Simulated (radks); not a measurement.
Results of a calculation; reference values are marked as such.
Spin polarisation of the 3d2 shell in Ti+. Start: [Ar] 3d(up 1, down 1) 4s(up 0.5, down 0.5); electrons of 3d are moved from spin down to spin up, other shells keep equal spins. Level of theory: scalar-relativistic Kohn-Sham, PBEsol, spin-polarised, spherical densities, point nucleus (a radial shooting solver on a logarithmic mesh with Libxc functionals). Estimate the energy gained and the exchange splitting at a moment of 2 Bohr magnetons.

Answer. At moment 2 the spin-polarisation energy is -0.816 eV and the 3d exchange splitting 1.633 eV, that is 0.817 eV per Bohr magneton; E = -I m^2/4 would give I = 0.816 eV.
